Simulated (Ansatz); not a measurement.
Species: C4H2ISe, net charge 0, doublet state. It need not be the lowest isomer of its formula. SMILES: Ic1[c]c[se]c1
Geometry: optimised at B3LYP-D3(BJ)/def2-TZVP (Ansatz, a quantum-chemistry and plane-wave program).

Property: atomisation energy (electronic, to ground-state atoms), in eV. Valence correlation only, unless marked. UHF or UKS for open shells. Spin-orbit coupling is left out. The frozen core is the preceding noble-gas configuration, with the filled d and f shells of earlier blocks. In def2 rows, elements after Kr have scalar-relativistic effective core potentials. STO-3G rows are all-electron and non-relativistic. The coupled-cluster limit lacks core correlation, which all-electron functionals hold. CBS marks a two-point X^-3 extrapolation of the correlation energy; Hartree-Fock from the larger set.

The UHF reference is spin-contaminated (<S^2> 0.45 over the pure value in the largest basis). 

```csv
level,program,atomisation energy (eV)
PBE-D3(BJ)/def2-TZVPD,Ansatz + dftd3,35.71
r2SCAN-D4/def2-TZVPD,Ansatz + dftd4,34.27
RPA@PBE/def2-QZVPP,Ansatz,?
SCS-MP2/STO-3G,Ansatz,32.04
"CCSD(T)/CBS(def2-TZVPP,def2-QZVPP)",Ansatz,?
```

Problem. Some entries are withheld; supply them.

Solution. 
- RPA@PBE/def2-QZVPP, atomisation energy (eV): 30.77
- CCSD(T)/CBS(def2-TZVPP,def2-QZVPP), atomisation energy (eV): 33.40
